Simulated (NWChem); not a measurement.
TiN2H4O; SMILES [NH2][Ti]([OH])=[NH]

```xyz
8

Ti    -0.0414    -0.0346     0.2045
N     -1.6780     0.1423    -0.1414
H     -2.6634     0.1735    -0.4311
O      0.7574    -1.6451    -0.1347
H      0.4311    -2.4874    -0.4914
N      0.9127     1.5879    -0.1213
H      1.9316     1.6375    -0.2518
H      0.5098     2.4862    -0.4076
```
Atoms are numbered in this order, from 1.

All runs: NWChem. Pople sets run with spherical d functions. Structure relaxed at the PBE-D3(BJ)/def2-SVP level. Level PBE/6-31G*: energy and gradient on several grids; changes count from the extra-fine grid, which is no exact limit either.

| grid | size of the energy change (μHa) | largest change of a gradient component (μHa/bohr) |
|---|---|---|
| xcoarse | 4000 | 10000 |
| coarse | 40 | 700 |
| medium | < 10 | 70 |
| fine | < 10 | < 30 |
| xfine | < 10 | < 30 |
